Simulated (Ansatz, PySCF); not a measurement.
Gas-phase reaction in SMILES: C=C=C + 4 [H][H] (H2) → 3 C (CH4)
Structures are relaxed separately at B3LYP-D3(BJ)/def2-TZVP in Ansatz (an electronic-structure program).

Property: energy of full hydrogenation (enthalpy at 298 K, with B3LYP-D3(BJ) rigid-rotor harmonic-oscillator terms from PySCF), in kJ/mol. Cores are frozen in the correlated levels unless marked. No spin-orbit coupling. No relativistic terms. CBS(X,Y): correlation extrapolated as X^-3; Hartree-Fock from the larger set. The bracket is a focal-point correction in the basis named.

RI-MP2/CBS(aug-cc-pVTZ,aug-cc-pVQZ)+[CCSD(T)-MP2]/aug-cc-pVTZ (Ansatz) gives -415.2 kJ/mol.

**Question.** Another calculation gave -381.8 kJ/mol. Which level was it?
A. BLYP/def2-TZVPD (Ansatz)
B. MN15/def2-TZVPD (PySCF)
C. B2PLYP/def2-TZVPD (Ansatz)
D. revPBE/def2-TZVPD (Ansatz)

**Answer.** D, revPBE/def2-TZVPD (Ansatz). The others give -366.8 (BLYP), -407.6 (B2PLYP), -396.9 (MN15) kJ/mol.
